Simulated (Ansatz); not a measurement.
Ansatz (an electronic-structure program) input (HF/3-21G): The .json file is the Basis Set Exchange's 3-21G.

Ansatz 0.2 input:
```yaml
crystal:
  periodic: [false, false, false]
  atoms:
    - {symbol: Sb, position_ang: [-0.65001950, -0.51919172, 0.92776284]}
    - {symbol: I, position_ang: [-1.05963237, 1.98847111, -0.43491711]}
    - {symbol: I, position_ang: [1.68512283, -1.48887152, -0.45783581]}
basis:
  gaussian:
    orbitals: 3-21G.json
hamiltonian:
  xc: {name: HF}
magnetization: {spin_polarized: true, initial_magnetization: 1}
phonons: {temperatures: {t_min: 298.15, t_max: 298.15, t_step: 100}}
```

Output:

```
Functional definition: HF
integrals: 0.05 GiB planned
1300 factors; integrals over basis functions are off by at most 4.7e-5 eV
mean field: 1.38 GiB planned
mean field evaluation 1: about -545910.0939 eV, gradient 1.5e1 eV
mean field evaluation 2: about -545910.1344 eV, gradient 1.5e1 eV
mean field evaluation 4: about -545911.1693 eV, gradient 1.2e0 eV
mean field evaluation 8: about -545911.2237 eV, gradient 5.9e-2 eV
mean field evaluation 16: about -545910.8918 eV, gradient 1.4e0 eV
mean field evaluation 32: about -545903.3550 eV, gradient 1.4e1 eV
mean field evaluation 64: about -545911.1553 eV, gradient 5.2e-1 eV
mean field -545911.22305269 eV, -20061.8674152691 hartree, gradient 6.1e-5 eV, S^2 0.797965; 0 other end points of the search recorded, 0 dependent functions left out
the calculation of the forces begins
reference -545911.22305269 eV, -20061.8674152691 hartree; 79, 78 occupied and 20, 21 virtual orbitals, 1300 factors
these checks for a lower state are left out or cut short: stability, starts, cluster_reference, orbital_swaps, neighbouring_geometries, increment
integrals: 0.05 GiB planned
1300 factors; integrals over basis functions are off by at most 4.7e-5 eV
mean field: 1.38 GiB planned
mean field -545911.22304100 eV, -20061.8674148395 hartree, gradient 2.0e-6 eV, S^2 0.797514; 0 other end points of the search recorded, 0 dependent functions left out
the calculation of the forces begins
reference -545911.22304100 eV, -20061.8674148395 hartree; 79, 78 occupied and 20, 21 virtual orbitals, 1300 factors
these checks for a lower state are left out or cut short: stability, starts, cluster_reference, orbital_swaps, neighbouring_geometries, increment
integrals: 0.05 GiB planned
1300 factors; integrals over basis functions are off by at most 4.7e-5 eV
mean field: 1.38 GiB planned
mean field -545911.22303593 eV, -20061.8674146532 hartree, gradient 2.0e-6 eV, S^2 0.798433; 0 other end points of the search recorded, 0 dependent functions left out
the calculation of the forces begins
reference -545911.22303593 eV, -20061.8674146532 hartree; 79, 78 occupied and 20, 21 virtual orbitals, 1300 factors
these checks for a lower state are left out or cut short: stability, starts, cluster_reference, orbital_swaps, neighbouring_geometries, increment
integrals: 0.05 GiB planned
1300 factors; integrals over basis functions are off by at most 4.7e-5 eV
mean field: 1.38 GiB planned
mean field -545911.22304781 eV, -20061.8674150897 hartree, gradient 2.0e-6 eV, S^2 0.798076; 0 other end points of the search recorded, 0 dependent functions left out
the calculation of the forces begins
reference -545911.22304781 eV, -20061.8674150897 hartree; 79, 78 occupied and 20, 21 virtual orbitals, 1300 factors
these checks for a lower state are left out or cut short: stability, starts, cluster_reference, orbital_swaps, neighbouring_geometries, increment
integrals: 0.05 GiB planned
1300 factors; integrals over basis functions are off by at most 4.7e-5 eV
mean field: 1.38 GiB planned
mean field evaluation 96: about -545911.2231 eV, gradient 1.5e-4 eV
mean field -545911.22305317 eV, -20061.8674152867 hartree, gradient 2.0e-6 eV, S^2 0.797861; 0 other end points of the search recorded, 0 dependent functions left out
the calculation of the forces begins
reference -545911.22305317 eV, -20061.8674152867 hartree; 79, 78 occupied and 20, 21 virtual orbitals, 1300 factors
these checks for a lower state are left out or cut short: stability, starts, cluster_reference, orbital_swaps, neighbouring_geometries, increment
integrals: 0.05 GiB planned
1300 factors; integrals over basis functions are off by at most 4.7e-5 eV
mean field: 1.38 GiB planned
mean field -545911.22304258 eV, -20061.8674148975 hartree, gradient 2.0e-6 eV, S^2 0.797515; 0 other end points of the search recorded, 0 dependent functions left out
the calculation of the forces begins
reference -545911.22304258 eV, -20061.8674148975 hartree; 79, 78 occupied and 20, 21 virtual orbitals, 1300 factors
these checks for a lower state are left out or cut short: stability, starts, cluster_reference, orbital_swaps, neighbouring_geometries, increment
integrals: 0.05 GiB planned
1300 factors; integrals over basis functions are off by at most 4.7e-5 eV
mean field: 1.38 GiB planned
mean field -545911.22304305 eV, -20061.8674149151 hartree, gradient 2.0e-6 eV, S^2 0.798430; 0 other end points of the search recorded, 0 dependent functions left out
the calculation of the forces begins
reference -545911.22304305 eV, -20061.8674149151 hartree; 79, 78 occupied and 20, 21 virtual orbitals, 1300 factors
Total energy: -545911.22305269 eV, -20061.8674152691 hartree
Atom 0 at    -0.650019    -0.519192     0.927763 Å, force     0.000934     0.000746    -0.001333 eV/Å
Atom 1 at    -1.059632     1.988471    -0.434917 Å, force    -0.000854     0.000118     0.000670 eV/Å
Atom 2 at     1.685123    -1.488872    -0.457836 Å, force    -0.000079    -0.000864     0.000663 eV/Å
Dipole moment:    -0.368454    -0.294296     0.525888 e Å
Vibrations: 58.28 165.53 172.34 cm⁻¹, zero-point energy 0.024558 eV
```

The blocks after the first are displaced geometries, from whose forces the wavenumbers follow.
